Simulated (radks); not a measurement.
Q: The table gives one normalised radial function P(r) = r R(r) of Ba28+ in [Ar] 3d10 (r in bohr). All-electron calculation, scalar-relativistic Kohn-Sham, BLYP, spin-polarised, spherical densities, finite nucleus; Fermi nuclear charge, rms radius 4.8378 fm. Program: a radial shooting solver on a logarithmic mesh with Libxc functionals.

r,P
0.00186,0.1489
0.002365,0.1796
0.003006,0.2148
0.003852,0.2553
0.004897,0.2970
0.006225,0.3385
0.007978,0.3761
0.01014,0.4001
0.01289,0.4016
0.01639,0.3680
0.021,0.2816
0.0267,0.1373
0.03394,-0.0663
0.04349,-0.3152
0.05529,-0.5374
0.07029,-0.6520
0.08936,-0.5596
0.1145,-0.1906
0.1456,0.3565
0.1851,0.8442
0.2371,0.9260
0.3015,0.3890
0.3832,-0.5675
0.4872,-1.3821
0.6243,-1.5321
0.7936,-1.0523
1.009,-0.4523
1.293,-0.1011
1.644,-0.0119

Which n and l does it have? It may be an empty orbital.

A: n = 4, l = 0: the number of nodes gives n - l - 1 = 3, the rise at small r (about r^(l+1), flatter next to the nucleus through relativity) gives l, and the extent must fit the shell. The curve is that of 4s. 4s (empty): eigenvalue -1003.1 eV, 3 radial nodes at r = 0.0316, 0.125, 0.334 bohr, <r> = 0.591 bohr, 90 % of the charge inside 0.837 bohr.
